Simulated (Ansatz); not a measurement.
```xyz
3

C     0.0000    0.0000    0.0000
O     0.0000    0.0000    1.1635
O     0.0000    0.0000   -1.1585
```

Basis set: cc-pVDZ (spherical functions). Correlated methods keep 3 orbitals frozen. Charge 0, multiplicity 1.

Computed with Ansatz (development build ahead of 0.2.0); each method stands on the lowest determinant of its kind that the runs found. Restricted open shells among the atoms or ions are ROHF, correlated in semicanonical orbitals with singles.

Q: Give the atomization energy at this shape (free ground-state atoms in the same class of orbitals less the molecule, no zero-point energy) of singlet CO₂ by RHF-MP2, RHF.

A:

| method | atomization energy |
| --- | --- |
| RHF-MP2 | 380.49 kcal/mol |
| RHF | 246.90 kcal/mol |
